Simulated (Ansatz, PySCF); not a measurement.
TiCl3, SMILES [Cl][Ti]([Cl])[Cl] (connectivity only; charge and spin as stated), neutral, multiplicity 2. Atoms are numbered in the order given.

```xyz
4

Ti     0.0000     0.0000     0.0000
Cl     2.1835     0.0000     0.0000
Cl    -1.0918    -1.8909     0.0000
Cl    -1.0918     1.8909     0.0000
```
Charge 0, spin multiplicity 2.

Coordinates come from a PBE0-D3(BJ)/def2-SVP optimisation. The multiplicity is an assumed one; other spin states were not compared. The isomer is the one that the SMILES or the coordinates give; other isomers of the formula were not compared.

Two levels are set side by side: PBE-D3(BJ)/def2-SVP (Ansatz, an electronic-structure program) and PBE0-D3(BJ)/def2-SVP (Ansatz). Each level has its own optimised geometry; the coordinates shown are those of the second. Frequencies come from the Hessian of PySCF at each geometry. Differences are taken from unrounded values.

| quantity | PBE0-D3(BJ) |
|---|---|
| mean bond length (Å) | 2.183 |
| bond Ti1–Cl2 (Å) | 2.183 |
| bond Ti1–Cl3 (Å) | 2.183 |
| bond Ti1–Cl4 (Å) | 2.183 |
| highest harmonic wavenumber (cm⁻¹) | 506 |
| mean harmonic wavenumber (cm⁻¹) | 277 |
| zero-point energy (kcal/mol) | 2.37 |

Task: What does PBE-D3(BJ) give, and how far is it from PBE0-D3(BJ)? (An estimate is asked for; the answer gives what the named calculation found.)

Result: 
```tsv
quantity	PBE-D3(BJ)	PBE-D3(BJ) minus PBE0-D3(BJ)
mean bond length (Å)	2.190	0.006
bond Ti1–Cl2 (Å)	2.190	0.006
bond Ti1–Cl3 (Å)	2.190	0.006
bond Ti1–Cl4 (Å)	2.190	0.006
highest harmonic wavenumber (cm⁻¹)	495	-11
mean harmonic wavenumber (cm⁻¹)	270	-7
zero-point energy (kcal/mol)	2.31	-0.06
```
